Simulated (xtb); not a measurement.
HI₂Si, SMILES I[SiH]I (connectivity only; charge and spin as stated), charge +1, multiplicity 1. All values are semi-empirical tight-binding results from xtb (GFN2-xTB unless named), good for trends rather than for accurate numbers. Coordinates come from a GFN2-xTB optimisation. The spin state was assumed, not searched. The isomer is the one that the SMILES or the coordinates give; other isomers of the formula were not compared.

Optimised geometry:

Bonds (Å): I1–Si2 2.403, Si2–I3 2.403, Si2–H4 1.446. Bond angles (°): I1–Si2–I3 121.6, I1–Si2–H4 119.2, I3–Si2–H4 119.2.
Charge +1, spin multiplicity 1.

The point group as xtb finds it is C2v and the orbital gap is 3.15 eV. The zero-point energy comes out as 6.3 kcal/mol. The G − E(el) at 298.15 K (modified RRHO) is -13.4 kcal/mol. The static polarisability (D4 model) is 96.4 bohr³. The solvation energy, GFN2-xTB/ALPB(water) comes out as -40.9 kcal/mol and the solvation energy, GFN2-xTB/ALPB(toluene) comes out as -43.2 kcal/mol.

Q: Give the atomic charges and the Wiberg bond orders between heavy atoms. (Estimate from the structure and the level; the computed values follow.)

A: charges (e) I1 0.16, Si2 0.58, I3 0.16, H4 0.11. Bond orders I1–Si2 1.49, Si2–I3 1.49.
